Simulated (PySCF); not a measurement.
Compound: C7H8FN.
InChI=1S/C7H8FN/c1-2-5-3-6(9)4-7(5)8/h1,5,7,9H,3-4H2/b9-6+/t5-,7-/m1/s1

The closed-shell ground state was solved at several levels (PySCF, density fitting, gas phase, non-relativistic). Isolated species at its GFN2-xTB geometry (one conformer only).

```json
{"level": "PBE0/def2-SVPD", "basis functions": "247", "HOMO (eV)": "-7.39", "LUMO (eV)": "-0.44", "gap (eV)": "6.95", "dipole (D)": "2.15"}
{"level": "wB97X-D/def2-SVPD", "basis functions": "247", "HOMO (eV)": "-9.30", "LUMO (eV)": "1.39", "gap (eV)": "10.69", "dipole (D)": "2.22"}
```

Q: What might PBE0/pcSseg-1 (193 basis functions) give for the same quantities?

A: HOMO -7.32 eV, LUMO -0.29 eV, gap 7.03 eV, dipole 2.08 D.

Q: Over all these levels, which gives the widest orbital gap and which the narrowest?

A: wB97X-D/def2-SVPD (range-separated hybrid) has the widest, 10.69 eV, and PBE0/def2-SVPD (global hybrid, 25 % exact exchange) the narrowest, 6.95 eV. The two share the basis. From the narrowest to the widest the HOMO moves by -1.91 eV and the LUMO by +1.83 eV.

Q: How far do the dipole and the HOMO energy spread over the levels?

A: The dipole runs from 2.08 to 2.22 D (mean 2.15 D) and the HOMO from -9.30 to -7.32 eV.
